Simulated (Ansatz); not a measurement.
Born–Oppenheimer molecular dynamics of BClFH2N (6 atoms, charge 0, multiplicity 1). It starts from a relaxed structure.

Computed with RKS PBE-D4/6-31G* in Ansatz.

| Quantity | Value |
| --- | --- |
| ensemble | NVT, Langevin thermostat |
| time step | 1 fs |
| steps asked | 250 |
| set temperature | 3000 K |
| friction | 0.02 /fs |
| seed | 403338 |

Frames 20 fs apart, positions in Å, forces in eV/Å.

Velocities at 0 fs (Å/ps):

```
B 5.83 -18.61 -4.61
Cl 2.43 17.15 -7.15
F -2.07 -16.99 21.72
N -4.34 -7.29 -6.37
H -39.77 30.53 -37.70
H -8.87 -12.58 17.97
```

```xyz
6
Properties=species:S:1:pos:R:3:forces:R:3 time_fs=0 energy_less_start_eV=0.000 T=2500
B -0.071 0.038 -0.018 -0.01 0.00 0.00
Cl -0.014 -0.434 1.703 0.00 0.00 0.00
F 1.064 0.430 -0.614 0.01 0.00 -0.01
N -1.281 -0.003 -0.723 0.00 0.00 0.00
H -2.158 -0.294 -0.301 0.00 0.00 0.00
H -1.341 0.261 -1.703 0.00 0.00 0.00
6
Properties=species:S:1:pos:R:3:forces:R:3 time_fs=20 energy_less_start_eV=1.213 T=1134
B -0.106 -0.346 -0.047 3.53 4.12 -0.05
Cl -0.055 -0.145 1.681 -0.64 -1.31 2.23
F 1.125 0.248 -0.424 -1.42 -1.60 -1.33
N -1.301 -0.178 -0.699 0.16 -0.72 -0.72
H -2.010 -0.632 -0.180 -1.75 -0.25 0.30
H -1.544 0.267 -1.571 0.12 -0.23 -0.42
6
Properties=species:S:1:pos:R:3:forces:R:3 time_fs=40 energy_less_start_eV=0.550 T=2146
B -0.198 0.030 0.059 2.40 -0.96 -1.34
Cl -0.168 0.102 1.854 -0.44 0.01 -0.68
F 1.091 0.206 -0.548 -2.44 0.11 1.05
N -1.225 -0.450 -0.834 1.02 1.63 0.46
H -2.182 -0.563 -0.432 0.68 0.36 -1.10
H -1.018 -0.025 -1.804 -1.22 -1.16 1.62
6
Properties=species:S:1:pos:R:3:forces:R:3 time_fs=60 energy_less_start_eV=1.190 T=2991
B -0.148 0.236 -0.051 -0.19 -0.34 2.27
Cl -0.301 0.268 1.958 0.13 0.23 -2.53
F 1.012 0.554 -0.557 0.90 0.24 0.16
N -1.196 -0.219 -0.887 -2.17 -2.70 0.88
H -2.136 -0.181 -0.324 1.89 -0.45 -1.27
H -1.016 -1.297 -1.172 -0.56 3.02 0.50
6
Properties=species:S:1:pos:R:3:forces:R:3 time_fs=80 energy_less_start_eV=0.511 T=2635
B -0.133 0.341 0.042 -3.40 -0.76 0.87
Cl -0.439 0.531 1.871 0.34 -0.01 -0.89
F 0.932 0.884 -0.449 1.51 0.17 -0.83
N -1.280 -0.235 -0.650 -0.10 0.07 0.35
H -2.163 -0.159 -0.059 1.35 -0.66 -1.21
H -1.378 -0.719 -1.599 0.29 1.19 1.72
6
Properties=species:S:1:pos:R:3:forces:R:3 time_fs=100 energy_less_start_eV=1.379 T=2402
B -0.199 0.365 0.240 0.25 -0.46 -8.77
Cl -0.450 0.389 1.829 -0.34 0.02 4.58
F 0.886 0.926 -0.442 -1.16 -0.45 1.69
N -1.164 -0.309 -0.848 0.28 2.04 2.57
H -1.927 -0.697 -0.273 -0.07 -0.41 -0.14
H -1.690 0.479 -1.327 1.05 -0.74 0.06
6
Properties=species:S:1:pos:R:3:forces:R:3 time_fs=120 energy_less_start_eV=1.896 T=1338
B -0.247 0.462 -0.099 -2.05 -2.52 4.75
Cl -0.255 0.202 2.008 -0.58 0.06 -2.09
F 0.909 0.891 -0.265 3.53 2.41 -1.83
N -1.214 -0.177 -0.843 -0.47 -1.28 0.15
H -1.391 -1.202 -0.417 -0.25 3.00 -1.91
H -1.344 0.210 -1.816 -0.18 -1.67 0.93
6
Properties=species:S:1:pos:R:3:forces:R:3 time_fs=140 energy_less_start_eV=1.306 T=3748
B -0.035 0.410 0.507 -0.02 0.79 -7.22
Cl -0.125 0.093 2.149 -0.17 -0.14 1.70
F 1.069 1.117 -0.148 -2.04 -1.45 2.14
N -1.018 0.003 -0.704 2.14 0.44 3.87
H -1.806 -0.670 -0.474 1.48 0.61 -0.82
H -0.321 -0.182 -1.465 -1.40 -0.25 0.33
6
Properties=species:S:1:pos:R:3:forces:R:3 time_fs=160 energy_less_start_eV=1.377 T=3532
B 0.339 0.349 0.391 -3.27 2.62 -1.72
Cl 0.011 -0.045 2.192 0.71 0.20 -2.02
F 1.263 1.264 -0.072 0.47 -1.81 1.30
N -0.779 0.280 -0.647 6.95 -1.08 -0.82
H -1.689 0.477 -0.554 -4.68 0.31 1.18
H -0.495 0.511 -1.660 -0.19 -0.25 2.08
6
Properties=species:S:1:pos:R:3:forces:R:3 time_fs=180 energy_less_start_eV=1.413 T=1607
B 0.230 0.677 0.258 4.41 -2.74 5.07
Cl 0.132 -0.237 2.073 -0.24 1.19 -1.84
F 1.520 1.004 0.063 -1.16 0.69 -0.44
N -0.758 0.408 -0.604 0.98 3.90 -4.24
H -1.592 0.265 -0.168 -3.48 -0.80 1.49
H -0.782 1.395 -1.095 -0.51 -2.24 -0.04
6
Properties=species:S:1:pos:R:3:forces:R:3 time_fs=200 energy_less_start_eV=1.788 T=1386
B 0.378 0.394 0.451 2.04 3.74 -1.84
Cl 0.048 -0.230 2.069 0.61 -0.18 -0.25
F 1.724 0.931 0.041 -3.78 -1.80 1.37
N -0.880 0.636 -0.365 3.05 1.82 -1.27
H -0.925 -0.327 -0.362 -2.25 -4.05 -0.02
H -0.767 0.779 -1.437 0.33 0.47 2.02
6
Properties=species:S:1:pos:R:3:forces:R:3 time_fs=220 energy_less_start_eV=1.640 T=3134
B 0.313 0.368 0.634 -3.74 0.85 -6.54
Cl -0.105 -0.257 2.114 -0.27 -0.76 2.57
F 1.433 0.682 0.064 3.23 0.44 0.72
N -0.728 0.539 -0.491 5.15 0.97 2.67
H -1.597 0.264 -0.489 -6.71 -2.20 2.03
H -0.714 0.594 -1.482 2.33 0.69 -1.44
```

Of the whole run (250 fs, mean temperature of the second half 2751 K): A run of 0.25 ps of so small a system gives no equilibrium averages.

Run time: 4.9 min on 1 thread of Intel(R) Xeon(R) Platinum 8375C CPU @ 2.90GHz (Ice Lake), on a shared host, peak memory 0.13 GiB.
